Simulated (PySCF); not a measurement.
**Adding and removing an electron: KP**

UHF-MP2; PySCF, no relativity, basis sets K aug-pcseg-1, P aug-pcseg-1. Neutral (UHF): triplet (π ↑↑), Re = 3.116 Å, ωe = 197 cm⁻¹, De = 0.87 eV.

KP⁺ (UHF): quartet (σ ↑, π ↑↑), Re = 3.664 Å, ωe = 74.8 cm⁻¹, De = 0.16 eV to K⁺ + P. The energies at the minima are -939.96031 hartree for KP and -939.78269 for KP⁺.

Q: Work out the adiabatic ionisation energy, without and with harmonic zero-point energies (1 hartree = 27.2114 eV, 1 eV = 8065.5 cm⁻¹), and the change of the bond length.

A: At UHF-MP2: 0.17762 hartree = 4.833 eV between the minima; the zero-point term (74.8 − 197.0)/2 cm⁻¹ = -0.008 eV makes it 4.826 eV. Re changes by +54.8 pm against the neutral. The electron leaves a σ orbital, and the ion is left as a loose complex of an ion and an atom.

Correlated steps freeze 10 core orbitals. Weak bonds: KP⁺. Basis-set superposition, not corrected here, can be much of De in a small basis, most of all at correlated wavefunction levels. For an ion De counts to the pair picked by the measured ionisation energies or electron affinities, which need not be the lowest pair at this level. States were picked by a PBE0 search and need not be the measured ground states.
